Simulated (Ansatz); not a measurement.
Ansatz (a quantum-chemistry and plane-wave program) input (B3LYP-D3(BJ)/def2-TZVP):

Ansatz 0.2 input:
```yaml
crystal:
  periodic: [false, false, false]
  atoms:
    - {symbol: Si, position_ang: [-0.87658242, 0.18232315, 0.04534892]}
    - {symbol: N, position_ang: [0.81256833, 0.25386313, -0.28434515]}
    - {symbol: H, position_ang: [-1.47558307, -0.66863666, -0.97069639]}
    - {symbol: H, position_ang: [-1.27140568, -0.17117458, 1.40939374]}
    - {symbol: H, position_ang: [1.36900100, 0.97565403, 0.14362293]}
    - {symbol: H, position_ang: [1.34097343, -0.60797512, -0.31133745]}
basis:
  gaussian:
    orbitals: def2-TZVP
hamiltonian:
  xc: b3lyp
  dispersion: d3bj
magnetization: {spin_polarized: true, initial_magnetization: 1}
relax: {f_tol: 0.002, max_steps: 150}
```

End of the output:

```
the calculation of the forces begins
reference -9433.59848905 eV, -346.6783501499 hartree; 13, 12 occupied and 79, 80 virtual orbitals, 592 factors
relax step   9: F+E_penalty+E_count = -9433.74983642 eV  Δ(F+E_penalty+E_count) = -7.800e-6 eV  max|allowed force component| = 1.949e-2 eV/Å  Δτ_max = 0.0043 Å  (25 SCF iters, accepted)
these checks for a lower state are left out or cut short: starts, cluster_reference, orbital_swaps, neighbouring_geometries, increment
integrals: 0.02 GiB planned
592 factors; their error is unknown
0.15 GiB of the device are held for the grids
0.26 GiB of device memory are held for the factors and their scratch space
mean field: 0.35 GiB planned
mean field -9433.59831867 eV, -346.6783438886 hartree, gradient 1.9e-5 eV, S^2 0.752628; 0 other end points of the search recorded, 0 dependent functions left out
the calculation of the forces begins
reference -9433.59853102 eV, -346.6783516923 hartree; 13, 12 occupied and 79, 80 virtual orbitals, 592 factors
relax step  10: F+E_penalty+E_count = -9433.74987561 eV  Δ(F+E_penalty+E_count) = -3.919e-5 eV  max|allowed force component| = 6.029e-4 eV/Å  Δτ_max = 0.0026 Å  (24 SCF iters, accepted)
integrals: 0.02 GiB planned
592 factors; their error is unknown
0.15 GiB of the device are held for the grids
0.26 GiB of device memory are held for the factors and their scratch space
mean field: 0.35 GiB planned
mean field evaluation 96: about -9433.5983 eV, gradient 3.2e-4 eV
mean field -9433.59831867 eV, -346.6783438886 hartree, gradient 2.2e-5 eV, S^2 0.752628; 1 other end points of the search recorded, 0 dependent functions left out
the calculation of the forces begins
reference -9433.59853102 eV, -346.6783516923 hartree; 13, 12 occupied and 79, 80 virtual orbitals, 592 factors
Total energy: -9433.75008796 eV, -346.6839213070 hartree
Atom 0 at    -0.894916     0.191985    -0.082702 Å, force     0.000065    -0.000603    -0.000477 eV/Å
Atom 1 at     0.831706     0.070336    -0.068488 Å, force    -0.000444    -0.000463     0.000026 eV/Å
Atom 2 at    -1.411234    -1.029202    -0.764191 Å, force     0.000197     0.000351    -0.000045 eV/Å
Atom 3 at    -1.340516     0.219675     1.339569 Å, force    -0.000042     0.000228     0.000404 eV/Å
Atom 4 at     1.380915     0.679763     0.518359 Å, force     0.000328     0.000126    -0.000205 eV/Å
Atom 5 at     1.333016    -0.168503    -0.910560 Å, force    -0.000105     0.000362     0.000297 eV/Å
Dipole moment:     0.308319     0.109040    -0.075069 e Å
```

It need not be the lowest isomer of its formula.
